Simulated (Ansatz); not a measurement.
Ansatz (an electronic-structure program) input (MP2/6-31G*):

Ansatz 0.2 input:
```yaml
crystal:
  periodic: [false, false, false]
  atoms:
    - {symbol: Na, position_ang: [-0.00000000, -0.00000000, -0.90343180]}
    - {symbol: F, position_ang: [0.00000000, 0.00000000, 1.10419443]}
basis:
  gaussian:
    orbitals: 6-31G*
total_charge: -1
magnetization: {spin_polarized: true, initial_magnetization: 1}
correlation: {method: mp2, electrons: outside_noble_gas}
```

From the last part of the output:

```
WARN ansatz: RAYON_NUM_THREADS=1 ignored (pool sized by the plan → 1); use --threads N
Functional definition: HF
integrals: 0.00 GiB planned
285 factors; integrals over basis functions are off by at most 3.4e-4 eV
mean field: 0.06 GiB planned
mean field evaluation 1: about -7104.4731 eV, gradient 3.4e1 eV
mean field evaluation 2: about -7104.4879 eV, gradient 3.4e1 eV
mean field evaluation 4: about -7110.2283 eV, gradient 6.0e0 eV
mean field evaluation 8: about -7110.5738 eV, gradient 2.7e-1 eV
mean field -7110.57458364 eV, -261.3087962281 hartree, gradient 1.0e-6 eV, S^2 0.750172; 0 other end points of the search recorded, 0 dependent functions left out
6 core orbitals not correlated
reference -7110.57458364 eV, -261.3087962281 hartree; 5, 4 occupied and 23, 24 virtual orbitals, 285 factors
second order -5.17151412 eV of doubles, -0.00000000 eV of singles
Total energy: -7115.74609776 eV, -261.4988458666 hartree
```

The dipole moment of an ion depends on the origin.
